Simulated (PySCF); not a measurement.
A structure optimised at PBE0-D3(BJ)/def2-TZVP, used in a PySCF frequency run:

```
C
H 1 1.0932
H 1 1.0932 2 107.83
H 1 1.0932 2 107.83 3 -116.20
Zn 1 1.9413 2 111.06 3 121.90
H 5 1.5446 2 156.39 1 180.00
```

Question: Write its SMILES, formula and point group.

Answer: [CH3][ZnH], CH₄Zn, C3v

Question: What are its rotational constants (standard atomic weights)?

Answer: 160.60, 9.1030, 9.1030 GHz
